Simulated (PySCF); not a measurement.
Species: C2H5GaS2.
Structure used (PBE0-D3(BJ)/def2-SVP), in Å, numbered top down from 1:
```
atom  x, y, z in Å
C1    -0.7756   -0.7546   -0.4804
C2    -0.8758    0.6442    0.0952
S3     0.5383    1.7365   -0.3351
Ga4    2.0277    0.1253   -0.1736
S5     0.7506   -1.6583    0.0005
H6    -0.8318   -0.7240   -1.5799
H7    -1.6178   -1.3632   -0.1158
H8    -1.7748    1.1409   -0.3026
H9    -0.9650    0.6068    1.1917
H10    3.5736    0.2261   -0.1750
```

Theory: PySCF, PBE0-D3(BJ)/def2-SVP geometry optimisation, gas phase.

Q: Which atoms are bound to Ga4, and at what distances?

A: 3 atoms: H10 1.549 Å, S3 2.200 Å, S5 2.201 Å. The nearest atom not counted as bound is C1, at 2.95 Å (others tie with it).

Q: List the angles at Ga4.

A: 
```
     angle  degrees  distance of the outer atoms (Å)
S5–Ga4–H10    129.2                             3.40
S3–Ga4–H10    128.9                             3.39
 S3–Ga4–S5    101.9                             3.42
```

Q: What is the shape at Ga4?

A: Planar: angles 129.2°, 128.9° and 101.9°, sum 360.0°, 0.00 Å off the plane of its three neighbours.

Q: What are the other bond lengths?

A: C1–C2 1.516 Å; C1–S5, C2–S3 1.838 Å; C1–H6 and 3 like bonds 1.101 Å.

Q: Give some angles away from the centre.

A: C2–C1–S5 114.2°, C2–S3–Ga4 93.9°.

Q: What are the rotational constants (commonest isotopes, rigid rotor)?

A: A = 2563, B = 2424, C = 1290 MHz: an asymmetric top.

Charge 0, singlet. Whether it is a minimum is left open (no frequencies).

One conformer stands for the species.
